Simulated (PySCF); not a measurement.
# A ladder for the ionisation energy of V²⁺

V²⁺ [Ar] 3d3 (4F) → V³⁺ [Ar] 3d2 (3F). Scalar values calculated with PySCF 2.14 in aug-cc-pVTZ-DK (spin-free X2C; valence: [Ar] frozen). The spin-orbit shift comes from two-component X2C-1e calculations (generalised Hartree-Fock, GHF, and MP2 on its spinors, GMP2) in x2c-QZVPPall-2c: GMP2 gives 29.199 eV without and 29.191 eV with screened spin-orbit coupling, a shift of -0.008 eV (GHF: -0.008 eV). Sums use unrounded values; where a UHF row is shifted, it takes the GHF shift.

```tsv
method	scalar (eV)	plus spin-orbit shift (eV)	error (eV)
UHF	28.168	28.160	-1.152
MP2 (valence)	28.541	28.534	-0.777
SCS-MP2 (valence)	28.292	28.285	-1.026
CCSD (valence)	28.607	28.600	-0.712
CCSD(T) (valence)	28.610	28.602	-0.709
LDA	30.046	30.038	0.727
PBE	29.802	29.794	0.483
PBE0	29.630	29.623	0.311
r2SCAN	29.750	29.742	0.431
M06-L	29.490	29.482	0.171
r2SCANh	29.697	29.690	0.379
B2PLYP	29.211	29.204	-0.107
M06	29.723	29.715	0.404
```

Reference: 29.311 eV (measured; NIST Atomic Spectra Database, ionization energies).

The errors of the correlated levels include the incompleteness of the basis and the frozen core, so a lower level can come closer by cancellation.
